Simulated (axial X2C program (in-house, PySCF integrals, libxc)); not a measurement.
## Bond lengths and stretching modes, held linear, of HfOH⁻

Computed with an in-house all-electron X2C program for linear molecules (integrals from PySCF): two-component X2C with atomic mean-field Coulomb and Gaunt terms, Gaussian nuclei, basis Hf dyall-v3z, O dyall-av3z, H dyall-v3z with contracted cores. Spin-free rows use the one-electron spin-free X2C Hamiltonian.

Masses Hf 179.947, O 15.995, H 1.008 u. States: 2c Ω = 2 (beyond evenly filled blocks: ω = 1/2, ω = 3/2); spin-free M_S = 1, Λ = 3 (beyond evenly filled blocks: π+α, δ+α).

MP2, spin-free: energies above the lowest point

```csv
r(Hf–O) (Å),r(O–H) (Å),E (meV)
1.8535,0.9262,51.39
1.8535,0.9500,28.05
1.8535,0.9737,36.78
1.9010,0.9262,23.18
1.9010,0.9500,0.00
1.9010,0.9737,8.60
1.9010,0.9975,44.64
1.9485,0.9262,49.40
1.9485,0.9500,25.95
1.9485,0.9737,34.61
1.9961,0.9500,92.98
1.9961,0.9975,137.06
```

**Question.** Fit a quadratic surface with cubic terms in each bond: where is the minimum, and what are the two stretching wavenumbers?

**Answer.** At MP2, spin-free: bonds 1.900 and 0.955 Å; harmonic stretches 649.4 and 3970.6 cm⁻¹; force constants 3.87, 8.79 and coupling -0.01 mdyn/Å.

The other levels and Hamiltonians give:

```json
{"Hamiltonian": "2c", "level": "PBE0", "r(Hf–O) (Å)": "1.899", "r(O–H) (Å)": "0.950", "lower stretch (cm⁻¹)": "634.9", "upper stretch (cm⁻¹)": "4028.3"}
{"Hamiltonian": "2c", "level": "HF", "r(Hf–O) (Å)": "1.925", "r(O–H) (Å)": "0.931", "lower stretch (cm⁻¹)": "638.7", "upper stretch (cm⁻¹)": "4274.3"}
{"Hamiltonian": "2c", "level": "B3LYP", "r(Hf–O) (Å)": "1.918", "r(O–H) (Å)": "0.952", "lower stretch (cm⁻¹)": "613.4", "upper stretch (cm⁻¹)": "3968.5"}
{"Hamiltonian": "2c", "level": "MP2", "r(Hf–O) (Å)": "1.910", "r(O–H) (Å)": "0.954", "lower stretch (cm⁻¹)": "632.8", "upper stretch (cm⁻¹)": "3984.9"}
{"Hamiltonian": "spin-free", "level": "PBE0", "r(Hf–O) (Å)": "1.895", "r(O–H) (Å)": "0.950", "lower stretch (cm⁻¹)": "637.3", "upper stretch (cm⁻¹)": "4027.9"}
{"Hamiltonian": "spin-free", "level": "HF", "r(Hf–O) (Å)": "1.919", "r(O–H) (Å)": "0.932", "lower stretch (cm⁻¹)": "653.3", "upper stretch (cm⁻¹)": "4269.8"}
{"Hamiltonian": "spin-free", "level": "B3LYP", "r(Hf–O) (Å)": "1.915", "r(O–H) (Å)": "0.953", "lower stretch (cm⁻¹)": "615.5", "upper stretch (cm⁻¹)": "3970.8"}
```

Each state is one determinant, the lowest of a limited PBE0 search; the stretches come from a fit to these few points and carry an uncertainty of a few per cent. Other orders of the atoms were not compared. MP2 freezes inner shells (threshold -2 hartree). For an anion the highest level of a functional can be positive, and the basis then holds the extra electron. The molecule was held linear; bending was not examined, so a bent shape may lie lower. Open-shell Ω = 0 determinants with evenly filled partner blocks cannot be reached by this program, so the Ω shown need not be the lowest component. Note: functional without a current term on a determinant with orbital currents, of the molecule or an atom. Note: several unpaired electrons, one determinant need not be a pure state.
